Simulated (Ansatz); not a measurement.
Basis-set series for C12H10 (`c1ccc(-c2ccccc2)cc1`). The species carries charge 0 and has multiplicity 1. Geometry: relaxed with PBE0-D4/def2-TZVP. It is one conformer, not always the lowest.

```json
{"functional": "PBE0-D4", "basis": "def2-SVP", "functions": "218", "energy (Eh)": "-462.44652", "HOMO (eV)": "-6.58", "LUMO (eV)": "-0.82"}
{"functional": "PBE0-D4", "basis": "def2-QZVPP", "functions": "984", "energy (Eh)": "-462.95610", "HOMO (eV)": "-6.61", "LUMO (eV)": "-0.95"}
{"functional": "ωB97M-V", "basis": "def2-SVP", "functions": "218", "energy (Eh)": "-462.77616", "HOMO (eV)": "-8.54", "LUMO (eV)": "1.17"}
{"functional": "ωB97M-V", "basis": "def2-QZVPP", "functions": "984", "energy (Eh)": "-463.30487", "HOMO (eV)": "-8.57", "LUMO (eV)": "0.95"}
```

Question: Give the rows for def2-TZVPP. (An estimate is asked.)

Answer: Computed: 
```json
{"functional": "PBE0-D4", "basis": "def2-TZVPP", "functions": "512", "energy (Eh)": "-462.93257", "HOMO (eV)": "-6.59", "LUMO (eV)": "-0.91"}
{"functional": "ωB97M-V", "basis": "def2-TZVPP", "functions": "512", "energy (Eh)": "-463.28318", "HOMO (eV)": "-8.56", "LUMO (eV)": "1.02"}
```

Positive LUMOs are unbound and depend on the basis.
